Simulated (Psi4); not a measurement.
propylene glycol (C$_{3}$H$_{8}$O$_{2}$), singlet, geometry from GFN2-xTB; PBE/STO-3G run with Psi4 1.11.

Psi4 was given this input:
```
memory 2 GB

molecule {
0 1
  C     1.83324331    0.13638099    0.35090210
  C     0.42691443    0.30654220   -0.21207806
  O    -0.28124422    1.34971891    0.43155499
  C    -0.38814764   -0.99223231   -0.10847029
  O    -1.67642873   -0.82208827   -0.63781928
  H     2.36667096    1.08275455    0.30757844
  H     1.78849069   -0.19345144    1.38820166
  H     2.38133734   -0.60316406   -0.22521041
  H     0.47213216    0.61355869   -1.26229834
  H    -0.25594914    1.19385292    1.38370519
  H     0.09000513   -1.79465989   -0.67338889
  H    -0.44945832   -1.29548663    0.95090902
  H    -1.96390590    0.07140544   -0.40150486
}

set basis sto-3g
set guess sadno

energy('pbe')
print_variables()
```

The log (banner, timings and long lists left out):

```
   => Loading Basis Set <=

    Name: STO-3G
    Role: ORBITAL
    Keyword: BASIS

         ---------------------------------------------------------
                                   SCF
               by Justin Turney, Rob Parrish, Andy Simmonett
                          and Daniel G. A. Smith
                              RKS Reference
         ---------------------------------------------------------

  ==> Geometry <==

    Molecular point group: c1
    Full point group: C1

    Geometry (in Angstrom), charge = 0, multiplicity = 1:

       Center              X                  Y                   Z               Mass
    ------------   -----------------  -----------------  -----------------  -----------------
         C            1.890897062848     0.124346298424     0.370039632147    12.000000000000
         C            0.484568182848     0.294507508424    -0.192940527853    12.000000000000
         O           -0.223590467152     1.337684218424     0.450692522147    15.994914619570
         C           -0.330493887152    -1.004267001576    -0.089332757853    12.000000000000
         O           -1.618774977152    -0.834122961576    -0.618681747853    15.994914619570
         H            2.424324712848     1.070719858424     0.326715972147     1.007825032230
         H            1.846144442848    -0.205486131576     1.407339192147     1.007825032230
         H            2.438991092848    -0.615198751576    -0.206072877853     1.007825032230
         H            0.529785912848     0.601523998424    -1.243160807853     1.007825032230
         H           -0.198295387152     1.181818228424     1.402842722147     1.007825032230
         H            0.147658882848    -1.806694581576    -0.654251357853     1.007825032230
         H           -0.391804567152    -1.307521321576     0.970046552147     1.007825032230
         H           -1.906252147152     0.059370748424    -0.382367327853     1.007825032230

  Running in c1 symmetry.

  Rotational constants: A =      0.27967  B =      0.12205  C =      0.09336 [cm^-1]
  Rotational constants: A =   8384.29550  B =   3658.85533  C =   2798.96109 [MHz]
  Nuclear repulsion =  195.328208272089086

  Charge       = 0
  Multiplicity = 1
  Electrons    = 42
  Nalpha       = 21
  Nbeta        = 21

  ==> Algorithm <==

  SCF Algorithm Type is DF.
  DIIS enabled.
  MOM disabled.
  Fractional occupation disabled.
  Guess Type is SADNO.
  Energy threshold   = 1.00e-06
  Density threshold  = 1.00e-06
[...]
   @DF-RKS iter   5:  -265.69045859703118   -3.06771e-03   7.70299e-04 DIIS/ADIIS
   @DF-RKS iter   6:  -265.69090407079483   -4.45474e-04   1.00016e-04 DIIS/ADIIS
   @DF-RKS iter   7:  -265.69091044696887   -6.37617e-06   3.94228e-05 DIIS
   @DF-RKS iter   8:  -265.69091146710775   -1.02014e-06   5.42261e-06 DIIS
   @DF-RKS iter   9:  -265.69091148797992   -2.08722e-08   1.13350e-06 DIIS
   @DF-RKS iter  10:  -265.69091148882239   -8.42476e-10   3.43649e-07 DIIS
  Energy and wave function converged.

  ==> Post-Iterations <==

   Electrons on quadrature grid:
      Ntotal   =   41.9999626434 ; deviation = -3.736e-05

    Orbital Energies [Eh]
    ---------------------

    Doubly Occupied:

[...]
    Virtual:

[...]
    Final Occupation by Irrep:
              A
    DOCC [    21 ]
    NA   [    21 ]
    NB   [    21 ]

  @DF-RKS Final Energy:  -265.69091148882239

   => Energetics <=

    Nuclear Repulsion Energy =            195.3282082720890855
    One-Electron Energy =                -751.1288421542684546
    Two-Electron Energy =                 326.4161194197141640
    DFT Exchange-Correlation Energy =     -36.3063970263571889
    Empirical Dispersion Energy =           0.0000000000000000
    VV10 Nonlocal Energy =                  0.0000000000000000
    Total Energy =                       -265.6909114888223939

Computation Completed

Properties will be evaluated at   0.000000,   0.000000,   0.000000 [a0]

Properties computed using the SCF density matrix

 Multipole Moments:

 ------------------------------------------------------------------------------------
     Multipole            Electronic (a.u.)      Nuclear  (a.u.)        Total (a.u.)
 ------------------------------------------------------------------------------------

 L = 1.  Multiply by 2.5417464519 to convert [e a0] to [Debye]
 Dipole X            :         -4.1170988            4.5758916            0.4587928
 Dipole Y            :          1.0783598           -0.9551754            0.1231844
 Dipole Z            :         -0.9696740            1.5189171            0.5492432
 Magnitude           :                                                    0.7261771

 ------------------------------------------------------------------------------------

  Variable Map:
  ----------------------------------------------------------------------------
[...]
  Array Variable Map:
  ----------------------------------------------------------------------------
[...]
[...]
```
